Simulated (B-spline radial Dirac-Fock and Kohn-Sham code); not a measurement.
Atomic SCF run for Fe⁵⁺

ΔSCF core binding energies without Breit or QED terms, calculated with a radial B-spline solver. Keys: rel is the Hamiltonian (dirac, or spin-free x2c and nr, where L3 and M5 stand for the whole 2p and 3d shells), method is hf or an exchange,correlation pair (spin-unpolarised, also for the hole states), nuc the nuclear model, radius_factor scales its radius, rmax is the box in bohr, h the logarithmic mesh step, order the B-spline order, points the quadrature points per cell, c_factor scales the speed of light, and damp, ndamp, maxit and tol steer the iteration. The run stops when the commutator error falls below 10·tol·max(1, Z/10), or the numerical noise floor, and the energy has settled to about 1e-8 Ha; the virial ratio is −V/T.

Input (task.json):

```json
{"items": [{"Z": 26, "q": 5, "cfg": [[1, 0, 2], [2, 0, 2], [2, 1, 6], [3, 0, 2], [3, 1, 6], [3, 2, 3]], "A": 56, "rrms": 3.7377, "do": "settings", "holes": ["K", "L3", "M5"],
  "settings": [{"rel": "dirac", "method": "hf", "nuc": "gauss", "radius_factor": 1.0, "rmax": 45.0, "h": 0.22, "order": 8, "points": 10, "c_factor": 10.0, "maxit": 60, "damp": 0.5, "ndamp": 3, "tol": 1e-08}]}]}
```

Command: `python xray2_run.py task.json out`

Ground-state iterations:

```
iter   energy (Ha)        error
   1    -1242.89310985  8.07e-01
   2    -1254.12724567  3.20e-01
   3    -1255.62351163  1.03e-01
   4    -1255.81498608  3.50e-02
   5    -1255.83646093  1.20e-02
   6    -1255.83956068  7.83e-04
   7    -1255.83956787  3.24e-05
   8    -1255.83956789  7.99e-06
   9    -1255.83956789  3.27e-07
```

The ground state converged in 9 iterations, with total energy -1255.83957 Ha, virial ratio 1.99986 and highest orbital energy -98.70 eV. ΔSCF binding energies: K (1s) 7165.9 eV, L3 (2p3/2) 821.7 eV. Holes are computed only in closed shells, and unreliable hole states are left out.
